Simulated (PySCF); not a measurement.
Task: Give a PBE0-D3(BJ)/def2-SVP geometry of InChI=1S/BrCl3Si/c1-5(2,3)4.

Result: 
```
atom  x, y, z in Å
Cl1   -0.8604   -1.5858   -1.0009
Si2   -0.0068   -0.0175   -0.0213
Cl3   -0.8047    0.1074    1.8495
Cl4   -0.3968    1.6994   -1.0454
Br5    2.1609   -0.3082    0.1216
```

Orientation and origin are arbitrary. Atoms count from 1 in this order. Si2 (chlorine-bound silicon) is tetrahedral (angles from 108.9° to 110.1°). All 3 Cl–Si bonds measure 2.037 to 2.038 Å.

Bonds between heavy atoms (Å): Cl1–Si2 2.037, Si2–Cl3 2.038, Si2–Cl4 2.037, Si2–Br5 2.192.

Computed, not measured: PySCF 2.14.0, PBE0-D3(BJ)/def2-SVP geometry optimisation, gas phase.

Point group: C3v (every atom within 0.08 Å of its image). Stationary, but not proved a minimum.

On AMD EPYC 9B45, one thread (shared host), this took 23 s wall and 0.43 GiB of memory at its peak. These figures are those of the optimisation.
